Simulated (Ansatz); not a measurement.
Steps of a relaxation of CH7BSSi with RKS PBE0-D4/def2-TZVP.

```sh
$ ansatz run in.yaml --threads 2 --pin off --events-out ev --progress --plain --max-ram 4352MiB
```

```yaml
crystal:
  periodic: [false, false, false]
  atoms:
    - {symbol: B, position_ang: [-0.638151, 1.480849, 0.311215]}
    - {symbol: C, position_ang: [-1.151031, 0.094796, 0.840552]}
    - {symbol: S, position_ang: [0.724618, 0.041581, 1.005898]}
    - {symbol: Si, position_ang: [1.229296, -1.077196, -0.803508]}
    - {symbol: H, position_ang: [-0.498622, 1.658933, -0.884661]}
    - {symbol: H, position_ang: [-0.570816, 2.415810, 1.087298]}
    - {symbol: H, position_ang: [-1.573066, -0.013575, 1.854941]}
    - {symbol: H, position_ang: [-1.514191, -0.691501, 0.153190]}
    - {symbol: H, position_ang: [0.391242, -0.584829, -1.944842]}
    - {symbol: H, position_ang: [0.974105, -2.537627, -0.556843]}
    - {symbol: H, position_ang: [2.692017, -0.844240, -1.042639]}
basis:
  gaussian: {orbitals: def2-TZVP}
hamiltonian: {xc: pbe0, dispersion: d4}
relax: {f_tol: 0.005, max_steps: 150}
```

Positions (Å) and forces (eV/Å) along the path, 12 of 25 steps:

```xyz
11
step=1 energy=-20532.3251 eV
B    -0.638    1.481    0.311    0.011    0.074   -0.031
C    -1.151    0.095    0.841    0.057   -0.187    0.064
S     0.725    0.042    1.006   -0.325   -0.189   -0.421
Si    1.229   -1.077   -0.804   -0.035    0.086    0.129
H    -0.499    1.659   -0.885   -0.048   -0.092    0.459
H    -0.571    2.416    1.087   -0.020   -0.360   -0.290
H    -1.573   -0.014    1.855    0.233    0.065   -0.538
H    -1.514   -0.692    0.153    0.224    0.426    0.367
H     0.391   -0.585   -1.945    0.177   -0.107    0.266
H     0.974   -2.538   -0.557    0.051    0.327   -0.050
H     2.692   -0.844   -1.043   -0.324   -0.044    0.045
11
step=7 energy=-20532.3752 eV
B    -0.576    1.456    0.309   -0.049   -0.003   -0.009
C    -1.156    0.099    0.811    0.008   -0.004    0.018
S     0.682   -0.019    1.034   -0.005   -0.029    0.015
Si    1.200   -1.065   -0.777    0.015   -0.002   -0.025
H    -0.390    1.618   -0.861    0.003    0.010   -0.011
H    -0.517    2.377    1.070    0.015   -0.010    0.004
H    -1.613    0.012    1.793    0.009    0.011   -0.010
H    -1.522   -0.659    0.122    0.015    0.021   -0.003
H     0.266   -0.642   -1.848    0.028   -0.024    0.023
H     1.088   -2.529   -0.540    0.008    0.046   -0.006
H     2.605   -0.707   -1.093   -0.047   -0.015    0.006
11
step=9 energy=-20532.3763 eV
B    -0.559    1.455    0.312    0.005   -0.034    0.012
C    -1.170    0.108    0.804    0.001    0.015   -0.004
S     0.661   -0.056    1.053   -0.018    0.002   -0.006
Si    1.195   -1.070   -0.772    0.028   -0.014   -0.033
H    -0.348    1.616   -0.855   -0.007    0.001   -0.002
H    -0.483    2.372    1.077    0.002   -0.002    0.005
H    -1.643    0.030    1.779    0.011    0.007   -0.007
H    -1.543   -0.637    0.106    0.005    0.005   -0.001
H     0.218   -0.696   -1.822    0.023   -0.013    0.026
H     1.166   -2.539   -0.540    0.005    0.053   -0.004
H     2.573   -0.641   -1.121   -0.053   -0.019    0.014
11
step=11 energy=-20532.3771 eV
B    -0.533    1.451    0.318    0.009   -0.004    0.010
C    -1.188    0.120    0.794    0.007    0.003   -0.003
S     0.635   -0.092    1.067   -0.023    0.002   -0.014
Si    1.188   -1.076   -0.769    0.037   -0.014   -0.018
H    -0.311    1.614   -0.848    0.007   -0.007    0.009
H    -0.441    2.361    1.089   -0.004    0.003   -0.007
H    -1.673    0.052    1.764   -0.003   -0.002   -0.002
H    -1.570   -0.611    0.087   -0.003   -0.004    0.008
H     0.171   -0.764   -1.799    0.003    0.001    0.015
H     1.256   -2.542   -0.537   -0.010    0.025    0.003
H     2.530   -0.570   -1.146   -0.020   -0.005   -0.002
11
step=13 energy=-20532.3776 eV
B    -0.506    1.442    0.322   -0.005   -0.007    0.019
C    -1.203    0.128    0.785    0.031    0.016   -0.016
S     0.611   -0.126    1.084   -0.025    0.002   -0.009
Si    1.183   -1.075   -0.766    0.022   -0.024   -0.019
H    -0.259    1.599   -0.841    0.002   -0.007    0.009
H    -0.409    2.352    1.093   -0.003   -0.001   -0.011
H    -1.702    0.070    1.749   -0.002    0.000   -0.002
H    -1.590   -0.596    0.073   -0.001   -0.002    0.010
H     0.125   -0.811   -1.770    0.029   -0.009    0.025
H     1.325   -2.537   -0.532   -0.003    0.052   -0.017
H     2.490   -0.503   -1.175   -0.045   -0.021    0.009
11
step=14 energy=-20532.3778 eV
B    -0.498    1.439    0.322   -0.016   -0.017    0.018
C    -1.207    0.130    0.783    0.036    0.018   -0.017
S     0.604   -0.138    1.091   -0.025    0.005   -0.008
Si    1.181   -1.074   -0.765    0.014   -0.011   -0.019
H    -0.241    1.590   -0.839    0.001   -0.006    0.006
H    -0.401    2.351    1.090    0.003   -0.004   -0.005
H    -1.711    0.078    1.745    0.004    0.002   -0.003
H    -1.596   -0.593    0.072   -0.001    0.001    0.006
H     0.113   -0.822   -1.761    0.024   -0.009    0.020
H     1.345   -2.534   -0.536    0.000    0.038   -0.011
H     2.477   -0.484   -1.182   -0.038   -0.018    0.013
11
step=17 energy=-20532.3788 eV
B    -0.456    1.424    0.328   -0.009   -0.048    0.010
C    -1.232    0.146    0.771    0.045    0.026    0.006
S     0.561   -0.200    1.120   -0.044   -0.001   -0.020
Si    1.168   -1.073   -0.760    0.036   -0.001   -0.019
H    -0.158    1.556   -0.826   -0.008   -0.001    0.006
H    -0.341    2.336    1.092   -0.002   -0.001    0.000
H    -1.754    0.117    1.723    0.010    0.006   -0.011
H    -1.636   -0.563    0.055    0.005    0.006   -0.002
H     0.052   -0.913   -1.722    0.024   -0.007    0.023
H     1.468   -2.514   -0.545   -0.010    0.050   -0.006
H     2.395   -0.372   -1.214   -0.048   -0.031    0.012
11
step=19 energy=-20532.3796 eV
B    -0.435    1.413    0.332   -0.014    0.012    0.005
C    -1.241    0.154    0.764    0.008   -0.004    0.002
S     0.538   -0.228    1.130    0.003   -0.017    0.005
Si    1.163   -1.071   -0.758    0.004    0.007   -0.001
H    -0.124    1.539   -0.820    0.003   -0.003   -0.010
H    -0.312    2.326    1.094   -0.001    0.000    0.002
H    -1.772    0.134    1.712    0.000    0.005   -0.003
H    -1.652   -0.547    0.043    0.001    0.004    0.000
H     0.028   -0.957   -1.702    0.009   -0.006    0.001
H     1.521   -2.497   -0.545   -0.002    0.011   -0.003
H     2.352   -0.324   -1.230   -0.011   -0.009    0.000
11
step=20 energy=-20532.3795 eV rejected
B    -0.413    1.404    0.337   -0.011    0.000   -0.003
C    -1.252    0.163    0.757    0.009    0.019    0.001
S     0.515   -0.262    1.145   -0.014   -0.019   -0.017
Si    1.154   -1.068   -0.755    0.038   -0.015   -0.024
H    -0.080    1.519   -0.811   -0.008   -0.004    0.010
H    -0.281    2.316    1.098    0.000   -0.002   -0.002
H    -1.794    0.156    1.699    0.010    0.002   -0.005
H    -1.670   -0.529    0.032    0.009   -0.002    0.002
H     0.001   -1.011   -1.686    0.032    0.000    0.028
H     1.584   -2.477   -0.546   -0.019    0.052   -0.007
H     2.302   -0.268   -1.249   -0.045   -0.031    0.016
11
step=21 energy=-20532.3798 eV
B    -0.426    1.410    0.335    0.001    0.001   -0.002
C    -1.247    0.159    0.761    0.007    0.005   -0.005
S     0.526   -0.247    1.137   -0.007   -0.004    0.002
Si    1.160   -1.069   -0.757    0.003   -0.008   -0.010
H    -0.103    1.529   -0.816   -0.005    0.000    0.006
H    -0.296    2.321    1.097   -0.001   -0.001   -0.003
H    -1.783    0.146    1.706    0.004    0.000    0.000
H    -1.662   -0.536    0.037    0.003   -0.001    0.002
H     0.016   -0.985   -1.694    0.011   -0.001    0.007
H     1.553   -2.486   -0.545   -0.002    0.016   -0.003
H     2.328   -0.297   -1.241   -0.014   -0.008    0.007
11
step=22 energy=-20532.3798 eV rejected
B    -0.413    1.405    0.336   -0.016    0.000   -0.005
C    -1.251    0.164    0.757    0.001    0.006    0.006
S     0.514   -0.266    1.145   -0.005   -0.002   -0.011
Si    1.155   -1.069   -0.755    0.015    0.004   -0.009
H    -0.084    1.520   -0.813    0.005   -0.005    0.008
H    -0.280    2.316    1.098    0.005   -0.004    0.001
H    -1.793    0.157    1.699    0.002    0.000   -0.001
H    -1.670   -0.527    0.031    0.003    0.000    0.001
H     0.002   -1.011   -1.683    0.012   -0.003    0.008
H     1.586   -2.477   -0.548   -0.009    0.019    0.000
H     2.300   -0.268   -1.247   -0.013   -0.014    0.002
11
step=25 energy=-20532.3799 eV
B    -0.418    1.406    0.336   -0.002    0.000    0.000
C    -1.251    0.163    0.758    0.000    0.000   -0.001
S     0.516   -0.261    1.142    0.000    0.000   -0.001
Si    1.157   -1.069   -0.756    0.001    0.000    0.001
H    -0.089    1.522   -0.813    0.001    0.000    0.000
H    -0.284    2.317    1.098    0.001   -0.001    0.000
H    -1.790    0.154    1.702    0.000    0.000    0.000
H    -1.669   -0.529    0.034    0.000    0.000    0.000
H     0.008   -1.005   -1.688    0.000    0.000    0.001
H     1.577   -2.478   -0.547    0.000    0.001    0.000
H     2.308   -0.277   -1.246    0.000   -0.001    0.000
```

It took 110 s on 2 threads of an Arm Neoverse V2 on a shared host, with 0.43 GiB of host memory at the peak.
